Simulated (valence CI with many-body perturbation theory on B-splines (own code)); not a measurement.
Mg6+: calculation against measured levels

Method: configuration interaction combined with many-body perturbation theory (CI+MBPT): four valence electrons over a frozen Dirac-Fock core [He], a basis of 11 s, 11 p, 9 d, 7 f, 5 g, 2 h, 1 i functions for each j, with the one-electron correlation potential Σ1 (screened to all orders), the two-electron term Σ2, the three-electron term Σ3, Breit, model QED; selected single and double excitations, second order for the rest, scaled by the run's own slope (own B-spline code, finite nucleus).

Set against measurement, 44 paired levels are off by 138 cm⁻¹ on average, the worst by 327. These come from a selection out of NIST levels in Kelleher and Podobedova, J. Phys. Chem. Ref. Data 37, 267 (2008). Levels without a partner in it may be off by more. Among the levels kept, up to 260 cm⁻¹ of a level comes from second order outside the variational space, and about a tenth of that is noise between levels of different J, which matters for small intervals.

Measured levels: NIST levels in Kelleher and Podobedova, J. Phys. Chem. Ref. Data 37, 267 (2008). Pairs share parity and J, and are chosen by configuration, term and nearness in energy; levels without a clear partner are left out. Energies in cm⁻¹ above the measured ground level. The last column is blank where CI alone has no clear partner.

Names give the largest LS component (configuration and term), which can be under half, so a name can repeat, a term be missing and a line seem to break the LS rules; names also repeat where a configuration has a term twice.

```tsv
Computed label	Label in the source	Measured	Computed	Difference	CI alone, difference
2s2 2p2 3P_0	2s2 2p2 3P	0	0.0	0	0
2s2 2p2 3P_1	2s2 2p2 3P	1107	1112.1	+5	+71
2s2 2p2 3P_2	2s2 2p2 3P	2924	2926.4	+2	+325
2s2 2p2 1D_2	2s2 2p2 1D	40948	41061.6	+114	+308
2s2 2p2 1S_0	2s2 2p2 1S	85153	85351.8	+199	-67
2s 2p3 5S°_2	2s 2p3 5S°	118100	117908.0	-192	+1112
2s 2p3 3D°_3	2s 2p3 3D°	232853	232880.2	+27	+1914
2s 2p3 3D°_2	2s 2p3 3D°	232957	232991.8	+35	+1737
2s 2p3 3D°_1	2s 2p3 3D°	233024	233056.7	+33	+1688
2s 2p3 3P°_1	2s 2p3 3P°	274897	275011.7	+115	+1661
2s 2p3 3P°_2	2s 2p3 3P°	274904	275024.7	+121	+1700
2s 2p3 3P°_0	2s 2p3 3P°	274947	275065.5	+118	+1584
2s 2p3 1D°_2	2s 2p3 1D°	354401	354646.8	+246	+3420
2s 2p3 3S°_1	2s 2p3 3S°	362117	362367.0	+250	+4356
2s 2p3 1P°_1	2s 2p3 1P°	397153	397480.5	+327	+3297
2p4 3P_2	2p4 3P	542316	542439.0	+123	+4698
2p4 3P_1	2p4 3P	544393	544513.0	+120	+4710
2p4 3P_0	2p4 3P	545264	545386.1	+122	+4777
2p4 1D_2	2p4 1D	576280	576461.8	+182	+4497
2p4 1S_0	2p4 1S	658440	658753.0	+313	+4400
2s2 2p 3s 3P°_0	2p 3s 3P°	1047610	1047529.0	-81	-1003
2s2 2p 3s 3P°_1	2p 3s 3P°	1048400	1048409.8	+10	-843
2s2 2p 3s 3P°_2	2p 3s 3P°	1050890	1050761.7	-128	-799
2s2 2p 3s 1P°_1	2p 3s 1P°	1061030	1060969.8	-60	-632
2s2 2p 3p 3P_0	2s2 2p 3p 3P	1123740	1123686.1	-54	-544
2s2 2p 3p 3P_1	2s2 2p 3p 3P	1124940	1124643.9	-296	-705
2s2 2p 3p 3P_2	2s2 2p 3p 3P	1125840	1125700.8	-139	-436
2s2 2p 3d 3F°_2	2p 3d 3F°	1178750	1178676.4	-74	-918
2s 2p2 3s 5P_2	2s 2p2(4P) 3s 5P	1179960	1179696.1	-264	-17
2s 2p2 3s 5P_3	2s 2p2(4P) 3s 5P	1181440	1181169.0	-271	+235
2s2 2p 3d 3D°_1	2p 3d 3D°	1191750	1191645.5	-104	-778
2s2 2p 3d 3D°_2	2p 3d 3D°	1192170	1192055.5	-115	-757
2s2 2p 3d 3D°_3	2p 3d 3D°	1193050	1192964.7	-85	-625
2s2 2p 3d 3P°_2	2p 3d 3P°	1196750	1196627.6	-122	-729
2s2 2p 3d 3P°_1	2p 3d 3P°	1197450	1197370.2	-80	-676
2s2 2p 3d 3P°_0	2p 3d 3P°	1197850	1197773.7	-76	-697
2s 2p2 3s 3P_0	2s 2p2(4P) 3s 3P	1211160	1210903.8	-256	-22
2s2 2p 3d 1F°_3	2p 3d 1F°	1211810	1211736.1	-74	-644
2s 2p2 3s 3P_1	2s 2p2(4P) 3s 3P	1212030	1211808.1	-222	+74
2s2 2p 3d 1P°_1	2p 3d 1P°	1212800	1212773.6	-26	-646
2s 2p2 3s 3P_2	2s 2p2(4P) 3s 3P	1213670	1213426.2	-244	+304
2s 2p2 3p 3S°_1	2s 2p2(4P) 3p 3S°	1235310	1235091.3	-219	+518
2s 2p2 3p 3D°_2	2s 2p2(4P) 3p 3D°	1264810	1264608.4	-202	+475
2s 2p2 3p 3D°_3	2s 2p2(4P) 3p 3D°	1266060	1265856.6	-203	+680
2s 2p2 3s 3D_3	2s 2p2(2D) 3s 3D	1285190	1285232.7	+43	+986
```

Over 44 excited levels the mean absolute difference is 138 cm⁻¹, the median 120 and the largest 327. For the 44 levels that pair on every rung the mean is CI alone 1388, + Σ1 1143, + Σ2 694, + Σ3 402, + Breit 202, + QED 138. The comparison draws on a selection of the measured levels: 45 of the 71 computed ones have a partner in it, and others may be off by more.
